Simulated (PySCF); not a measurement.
Ge(F)(Cl)(OH)2 (ClFGeH2O2), SMILES [OH][Ge]([OH])([F])[Cl]. Atoms are numbered in the order given.

```xyz
7

O     -0.4353     1.7782     0.4027
Ge    -0.2003     0.0558     0.1492
O     -1.6852    -0.6244    -0.4738
F      0.2080    -0.6437     1.6823
Cl     1.3936    -0.4255    -1.1850
H      0.2756     2.1915     0.9131
H     -2.4658    -0.1790    -0.1128
```

Geometry: B3LYP-D3(BJ)/def2-SVP. This is a generated structure with no PubChem entry under its InChIKey; it may be hypothetical. Other conformers were not sampled.

The numbers are results of PBE/pcSseg-1 in PySCF, not measurements.

GIAO shieldings, no solvent; atoms listed in one row are averaged. δ = σ(ref) − σ: ¹⁷O against H2O (σ = 334.3 ppm); ⁷³Ge against GeH4 (σ = 1614.4 ppm); ¹⁹F against CFCl3 (σ = 133.6 ppm); ³⁵Cl against HCl (σ = 936.5 ppm); ¹H against TMS (σ = 31.49 ppm), references at their B3LYP-D3(BJ)/def2-TZVP geometries, non-relativistic (without spin–orbit terms, shifts of atoms bonded to Cl or Br come out too high).

```json
[
 {"nucleus": "¹⁷O", "atoms": "O1", "count": "1", "δ (ppm)": "92.8"},
 {"nucleus": "¹⁷O", "atoms": "O3", "count": "1", "δ (ppm)": "77.0"},
 {"nucleus": "⁷³Ge", "atoms": "Ge2", "count": "1", "δ (ppm)": "363.8"},
 {"nucleus": "¹⁹F", "atoms": "F4", "count": "1", "δ (ppm)": "-122.8"},
 {"nucleus": "³⁵Cl", "atoms": "Cl5", "count": "1", "δ (ppm)": "94.2"},
 {"nucleus": "¹H", "atoms": "H6, H7", "count": "2", "δ (ppm)": "2.65"}
]
```
